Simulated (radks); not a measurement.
The numbers below are computed, except where a source is named.
Fractional charge and spin in the 3s shell of calcium: the spin-up occupation runs from 0 to 1 and the spin-down occupation from 0 to 1; the fullest corner is Ca3+, [Ne] 3p(up 2.5, down 2.5) 3s(up 1, down 1). Level of theory: non-relativistic Kohn-Sham, SCAN, spin-polarised, spherical densities, point nucleus; meta-GGA in the generalised Kohn-Sham scheme (a radial shooting solver on a logarithmic mesh with Libxc functionals). Energy (eV) minus the two flat planes that join the four corners (they meet along the diagonal where the two added fractions sum to one electron); zero is where a piecewise linear energy would lie.

| down \ up | 0 | 0.25 | 0.5 | 0.75 | 1 |
|---|---|---|---|---|---|
| 0 | 0.000 | -1.690 | -2.273 | -1.702 | 0.000 |
| 0.25 | -1.690 | -2.084 | -1.383 | 0.451 | -1.605 |
| 0.5 | -2.273 | -1.383 | 0.585 | -1.324 | -2.145 |
| 0.75 | -1.702 | 0.451 | -1.324 | -1.996 | -1.605 |
| 1 | 0.000 | -1.605 | -2.145 | -1.605 | 0.000 |

Corners above the fullest one (they belong to Ca4+ and the next ion): (up 1, down 0) 89.049 eV, (up 0, down 1) 89.049 eV, (up 0, down 0) 198.13 eV. With half an added electron in each spin the energy lies 0.585 eV from the planes, and with half an added electron in spin up alone -2.273 eV. The planes are only a guide here: the flat-plane condition holds for ground states with one frontier orbital, while this shell lies below other occupied shells, so the corners above the fullest one are inner-hole states and not the ground states of those ions.
